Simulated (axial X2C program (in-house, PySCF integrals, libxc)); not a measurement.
Spin–orbit effects down a group: molecules with Be (ions), CCSD(T)

Calculated with an in-house all-electron X2C program for linear molecules (integrals from PySCF), spin-free (one-electron X2C) or two-component (2c: spin–orbit coupling with atomic mean-field Coulomb and Gaunt terms, which also bring small scalar terms), in Dyall basis sets with cores contracted in-house; open shells are unrestricted.

Basis sets: Be dyall-cv3z, O dyall-av3z, S dyall-av3z, Se dyall-cv3z. Frozen shells (counts by l): BeO⁺ O 1s, Be 1s, 7 electrons correlated; BeS⁺ S 2s1p, Be 1s, 7 electrons correlated; BeSe⁺ Se 3s2p1d, Be 1s, 7 electrons correlated. Coupled cluster in natural virtuals with an MP2 remainder. Where the outer core of a metal is frozen, bonds come out longer and ionisation energies lower.

```json
{"molecule": "BeO⁺", "spin-free state": "M_S = 1/2, Λ = 1", "Re (Å)": "1.428", "ωe (cm⁻¹)": "1258.2", "De (eV)": "3.77", "2c state": "Ω = 3/2", "Re 2c (Å)": "1.428", "ωe 2c (cm⁻¹)": "1258.1", "De 2c (eV)": "3.77"}
{"molecule": "BeS⁺", "spin-free state": "M_S = 1/2, Λ = 1", "Re (Å)": "1.850", "ωe (cm⁻¹)": "861.1", "De (eV)": "3.28", "2c state": "Ω = 3/2", "Re 2c (Å)": "1.850", "ωe 2c (cm⁻¹)": "860.5", "De 2c (eV)": "3.28"}
{"molecule": "BeSe⁺", "spin-free state": "M_S = 1/2, Λ = 1", "Re (Å)": "1.977", "ωe (cm⁻¹)": "732.5", "De (eV)": "3.10", "2c state": "Ω = 3/2", "Re 2c (Å)": "1.979", "ωe 2c (cm⁻¹)": "727.9", "De 2c (eV)": "3.08"}
```

Fragments in 2c: O + Be+, S + Be+, Se + Be+. Each entry is the lowest single determinant of a limited PBE0 search at one distance. De goes to single-determinant-based atoms at the same level (for ions the charge split of lowest energy) and is withheld (n/a) where an atom does not fit its ground term or J level. Main or longest-lived isotopes. One determinant is a doubtful description, or other states lie close, for BeSe⁺; these need not be ground states, and all values refer to the states named.
